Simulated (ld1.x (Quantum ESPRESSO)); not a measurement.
# Reading a pseudo-wave (Al)

Columns: radius, all-electron u(r) and pseudo u(r) of the 3p shell (level -2.80 eV) of aluminium in the configuration [Ne] 3s2 3p1; LDA (PZ), non-relativistic, ultrasoft scheme, ld1.x (Quantum ESPRESSO) 7.5.

| r (bohr) | all-electron | pseudo |
| --- | --- | --- |
| 0.125 | 0.1004 | -0.0037 |
| 0.250 | 0.1959 | -0.0145 |
| 0.375 | 0.2179 | -0.0323 |
| 0.500 | 0.1851 | -0.0565 |
| 0.625 | 0.1216 | -0.0865 |
| 0.750 | 0.0441 | -0.1214 |
| 0.875 | -0.0372 | -0.1603 |
| 1.000 | -0.1165 | -0.2022 |
| 1.125 | -0.1905 | -0.2459 |
| 1.250 | -0.2577 | -0.2903 |
| 1.375 | -0.3172 | -0.3342 |
| 1.500 | -0.3690 | -0.3764 |
| 1.625 | -0.4134 | -0.4157 |
| 1.750 | -0.4506 | -0.4510 |
| 1.875 | -0.4812 | -0.4812 |
| 2.000 | -0.5056 | -0.5056 |
| 2.125 | -0.5245 | -0.5245 |
| 2.250 | -0.5383 | -0.5383 |
| 2.375 | -0.5476 | -0.5476 |
| 2.500 | -0.5529 | -0.5529 |
| 2.625 | -0.5547 | -0.5547 |
| 2.750 | -0.5535 | -0.5535 |
| 2.875 | -0.5497 | -0.5497 |
| 3.000 | -0.5436 | -0.5436 |
| 3.125 | -0.5356 | -0.5356 |
| 3.250 | -0.5261 | -0.5261 |

Task: How many radial nodes do the two functions have?

Result: The all-electron 3p function has n − l − 1 = 1; the pseudo-wave has 0, since the states of the same l below it are removed with the core.

Task: At about which radius was the pseudo-wave matched?

Result: 1.90 bohr. The columns agree to 0.0005 from 1.75 bohr on; several derivatives are matched, so the curves merge somewhat inside the radius.

Task: Where does each function peak?

Result: Outermost all-electron maximum near 2.62 bohr, pseudo maximum near 2.62 bohr (to the table’s step).

Task: Is the pseudo-wave norm-conserving?

Result: No, it belongs to an ultrasoft set: the norm inside the radius is not constrained, and the difference is carried by the augmentation charge.
